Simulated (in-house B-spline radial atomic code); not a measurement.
Computed with a B-spline radial atomic code. Model: two electrons, singlet ground state, non-relativistic, full CI in B-splines with partial waves to l = 8 (at full coupling up to 3e-4 hartree above the limit, correlation up to 0.6 % small), density held at that of full coupling by Lieb maximisation.

W(λ) is the mean repulsion in the state of coupling λ less the Hartree energy of the fixed density. Its start is exact exchange, its initial slope is twice the second-order Görling-Levy correlation energy, and its area from 0 to 1 is E_xc. A straight curve means weak, dynamic correlation, and a curve that drops fast and flattens means strong correlation.

Command:
```bash
python run_ac.py task.json out
```
Settings (lengths in bohr, energies in hartree):
```
potential              dot
strength               0.107
lmax                   8
second                 0.5
```

Time taken, with all properties: 35 s on 1 thread of Intel(R) Xeon(R) Processor @ 2.30GHz, with other jobs on the host.

**W = mean repulsion less Hartree energy, and W of three functionals.**

Given: confinement charge in harmonic well; well frequency 0.107 hartree; nuclear charge 0.5; external potential omega^2 r^2/2 - Z/r.

Computed: LDA exchange minus exact 43.583 millihartree; SCAN exchange minus exact 1.1442 millihartree.

```csv
coupling,W xc (hartree),W xc minus exchange (millihartree),kinetic minus Kohn-Sham (millihartree),LDA (PW92) W minus its exchange (millihartree),PBE W minus its exchange (millihartree),SCAN W minus its exchange (millihartree)
0,-0.29908,0,0,0,0,0
0.02,-0.30091,-1.828,0.02,-9.06,-2.22,-1.83
0.05,-0.30355,-4.466,0.11,-17.56,-5.48,-4.41
0.12,-0.30926,-10.177,0.59,-31.46,-12.55,-9.92
0.25,-0.31845,-19.365,2.27,-48.97,-23.79,-18.72
0.4,?,?,?,?,?,?
0.6,-0.33669,-37.608,9.8,-77.35,-45.68,-36.41
0.8,-0.34427,-45.188,15.08,-88.1,-54.77,-43.95
1,-0.35048,-51.398,20.65,-96.73,-62.28,-50.23
1.4,-0.36006,-60.974,32.03,-109.96,-74.11,-60.12
2,-0.36999,-70.91,48.73,-123.91,-86.87,-70.6
3,?,?,?,?,?,?
4.5,-0.38955,-90.47,107.96,-153.42,-114.55,-91.12
7,-0.39794,-98.855,155.07,-167.52,-127.99,-99.1
```

Q: What belongs in the row 0.4?

A: W xc (hartree): -0.32723; W xc minus exchange (millihartree): -28.148; kinetic minus Kohn-Sham (millihartree): 5.11; LDA (PW92) W minus its exchange (millihartree): -63.27; PBE W minus its exchange (millihartree): -34.37; SCAN W minus its exchange (millihartree): -27.17.

Q: What belongs in the row 3?

A: W xc (hartree): -0.38042; W xc minus exchange (millihartree): -81.338; kinetic minus Kohn-Sham (millihartree): 74.35; LDA (PW92) W minus its exchange (millihartree): -139.17; PBE W minus its exchange (millihartree): -101.1; SCAN W minus its exchange (millihartree): -81.68.

Q: What is the PBE exchange minus exact?

A: 9.8133 millihartree.

**Energy parts, natural occupations and partial-wave weights.**

Computed: total energy 0.1575 hartree; exchange energy -0.29908 hartree; correlation energy -0.030749 hartree; initial slope twice GL2 -0.092789 hartree; kinetic part over minus potential part 0.40175; Kohn-Sham kinetic 0.21943 hartree; Lieb Oxford ratio E_xc over LDA exchange 1.2909.

```json
{"natural": "s", "occupation of the shell (electrons)": "1.9029"}
{"natural": "p", "occupation of the shell (electrons)": "?"}
{"natural": "s", "occupation of the shell (electrons)": "0.021926"}
{"natural": "d", "occupation of the shell (electrons)": "0.0011301"}
{"natural": "p", "occupation of the shell (electrons)": "0.00052532"}
{"natural": "f", "occupation of the shell (electrons)": "0.00011773"}
```

Q: What belongs in the row p?

A: occupation of the shell (electrons): 0.073084.

```
wave      weight
   s     0.96249
   p    0.036819
   d           ?
   f  6.6395e-05
   g  1.4182e-05
```

Q: What belongs in the row d?

A: weight: 0.0005993.

Q: What is the Hartree energy?

A: 0.59817 hartree.

Q: What is the kinetic part of the DFT correlation energy?

A: 0.020649 hartree.

Half-way to full coupling W has made 64 % of its drop, against 50 % for a straight line, and second-order (GL2) theory, half the initial slope, overshoots the correlation energy by about 51 %: a marked bend. Over couplings 0 to 1 the errors in E_xc come to about +9.3 millihartree for LDA, +3.2 millihartree for PBE, +2.0 millihartree for SCAN, so SCAN is nearest. In LDA and PBE the errors of exchange and correlation have opposite signs, so the sum is smaller than the larger of the two.
